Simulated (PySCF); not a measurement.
C3H3N2, SMILES C1=C[N]N=C1 (connectivity only; charge and spin as stated), charge -1, multiplicity 1.

Coordinates come from a r2SCAN-D4/def2-SVPD optimisation. The multiplicity is an assumed one; other spin states were not compared. The isomer is the one that the SMILES or the coordinates give; other isomers of the formula were not compared.

Method: PBE0/def2-SVPD (PySCF).

The molecule is in vacuum.

Computed frontier levels, gap, dipole moment and polarisability:
```
Item                                                              Result
------------------------------------------------  ----------------------
highest occupied level                                          -1.10 eV
lowest empty level                                               5.27 eV
orbital gap                                                      6.37 eV
dipole moment about the centre of nuclear charge                  3.27 D
mean static polarisability                          55.8 bohr³ (8.27 Å³)
polarisability, principal values                  38.9, 62.3, 66.3 bohr³
```
